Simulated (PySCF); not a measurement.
# How methods differ on the ionisation energy of Ti⁵⁺

Ti⁵⁺ [Ne] 3s2 3p5 (2P) → Ti⁶⁺ [Ne] 3s2 3p4 (3P), as a difference of total energies. All numbers are calculated (PySCF 2.14, the non-relativistic Hamiltonian (point nucleus), in an even-tempered Gaussian basis (19 s from 0.13 bohr⁻², ratio 2.5; 13 p from 0.17 bohr⁻², ratio 2.5; 5 d from 2.3 bohr⁻², ratio 2.7; 5 f from 3.5 bohr⁻², ratio 2.7)). Correlated levels: outer shells: 1s2 frozen; virtual orbitals above 40 to 60 times the deepest correlated orbital energy dropped. The calculations carry no spin-orbit coupling.

```json
{"method": "UHF", "ionisation energy (eV)": "117.97"}
{"method": "LDA", "ionisation energy (eV)": "119.63"}
{"method": "PBE", "ionisation energy (eV)": "119.39"}
{"method": "PBE0", "ionisation energy (eV)": "119.43"}
{"method": "r2SCAN", "ionisation energy (eV)": "119.52"}
{"method": "M06-L", "ionisation energy (eV)": "119.44"}
{"method": "BLYP", "ionisation energy (eV)": "119.29"}
{"method": "MP2 (outer shells)", "ionisation energy (eV)": "118.84"}
{"method": "SCS-MP2 (outer shells)", "ionisation energy (eV)": "118.81"}
```

Problem. How much does correlation contribute at MP2 (outer shells)?

Solution. 118.84 − (117.97) = 0.87 eV, measured against UHF.

A first-order spin-orbit estimate (lowest level to lowest level, LS coupling) adds -0.015 eV.

These non-relativistic numbers lack the scalar-relativistic shift.

For comparison: 119.53 eV (semi-empirical (NIST evaluation); NIST Atomic Spectra Database, ionization energies).
